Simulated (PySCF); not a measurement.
# Reproducing measurements on CH2Br2

**What was measured.**

From NIST CCCBDB Release 22 (SRD 101), experimental dipoles, for the gas: dipole moment (dielectric constant against temperature) 1.43 D.

How close the calculation comes is told at the end.

Species: CH2Br2.
SMILES with atom numbers: `[Br:1][CH2:2][Br:3]` (hydrogens: H4, H5 on C2)

Cartesian coordinates in Å at the PBE0-D3(BJ)/def2-SVP level; atoms count from 1:
```xyz
5
CH2Br2 angstrom
Br    -1.634    0.904    0.031
C     -0.020   -0.142    0.039
Br     1.590    0.895   -0.120
H      0.021   -0.686    0.988
H     -0.063   -0.829   -0.811
```

The PySCF runs (gas phase, on this PBE0-D3(BJ)/def2-SVP geometry; no spin–orbit coupling):

```
                             level                                                           job  basis functions  wall time
PBE0-D3(BJ)/def2-SVP, grid level 1  geometry optimisation from a GFN2-xTB start shaken at random               88       13 s
```

Hardware: an Arm Neoverse V1 with one thread, no GPU, on a shared host.

Results beside the measurements:

**Dipole moment.** Measured: 1.43 D (NIST CCCBDB Release 22 (SRD 101), experimental dipoles).

```
               level  computed (D)  computed − measured (D)  % (from the printed values)
PBE0-D3(BJ)/def2-SVP          1.48                    +0.05                           +3
```

The computed dipoles belong to one fixed geometry; measured ones are averaged over vibrations unless marked μe. Magnitudes are compared, not signs.

The geometry is computed, not the measured one. Where a level misses, the cause wasn't examined.
